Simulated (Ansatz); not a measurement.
Total energies of `C[CH](O)[GeH3]`.

```xyz
12

C     1.036    0.671    0.656
C     0.133    0.253   -0.486
O    -0.796    1.269   -0.831
Ge   -0.953   -1.338   -0.042
H     1.745   -0.121    0.910
H     1.620    1.559    0.383
H     0.454    0.914    1.548
H     0.749   -0.011   -1.358
H    -0.307    2.075   -1.023
H    -1.804   -1.040    1.204
H    -0.013   -2.521    0.262
H    -1.865   -1.709   -1.221
```

Charge 0, multiplicity 1. Correlated methods include outer-core shells of Ge, which these sets cover unevenly. Scalar relativity is left out up to krypton. Geometry: relaxed with PBE0-D4/def2-TZVP. It is one conformer, not always the lowest. Basis def2-TZVPP, the Gaussian-basis code of Ansatz.

RPA on PBE orbitals: Hartree–Fock energy of these orbitals -2230.60410 Eh, correlation -1.40514 Eh (frozen core).

```json
{"functional": "LDA (SPW92)", "energy without D4 (Eh)": "-2228.81705", "D4 term (kJ/mol)": "–"}
{"functional": "PBE", "energy without D4 (Eh)": "-2232.77989", "D4 term (kJ/mol)": "-21.0"}
{"functional": "B97M-V", "energy without D4 (Eh)": "-2232.88817", "D4 term (kJ/mol)": "–"}
{"functional": "PBE0", "energy without D4 (Eh)": "-2232.85247", "D4 term (kJ/mol)": "-17.6"}
{"functional": "B3LYP", "energy without D4 (Eh)": "-2233.35150", "D4 term (kJ/mol)": "-33.7"}
{"functional": "r2SCANh", "energy without D4 (Eh)": "-2233.18252", "D4 term (kJ/mol)": "-5.5"}
{"functional": "r2SCAN0", "energy without D4 (Eh)": "-2233.16142", "D4 term (kJ/mol)": "-6.0"}
{"functional": "HSE06 (plane-wave form)", "energy without D4 (Eh)": "-2232.84408", "D4 term (kJ/mol)": "-16.3"}
{"functional": "BHLYP", "energy without D4 (Eh)": "-2233.18372", "D4 term (kJ/mol)": "-24.9"}
{"functional": "B2PLYP", "energy without D4 (Eh)": "-2232.79724", "D4 term (kJ/mol)": "–"}
```

(1) Give the same for revPBE, BLYP, r2SCAN, CAM-B3LYP, LC-ωPBE, ωB97X-V, ωB97M-V, PBE-QIDH. (An estimate is asked.)

B3LYP takes the VWN-RPA correlation (the form of Gaussian; ORCA's B3LYP/G). HSE06 is the plane-wave form, built on full-range PBE exchange. The double hybrids freeze the cores in their second-order part.

## Answers

(1) The calculation gave: 
| functional | energy without D4 (Eh) | D4 term (kJ/mol) |
| --- | --- | --- |
| revPBE | -2233.08346 | -66.9 |
| BLYP | -2233.28172 | -46.5 |
| r2SCAN | -2233.19751 | -5.2 |
| CAM-B3LYP | -2233.34538 | -17.7 |
| LC-ωPBE | -2232.93810 | – |
| ωB97X-V | -2233.05977 | – |
| ωB97M-V | -2233.09866 | – |
| PBE-QIDH | -2232.50663 | – |

LC-ωPBE has ω = 0.4 bohr⁻¹.
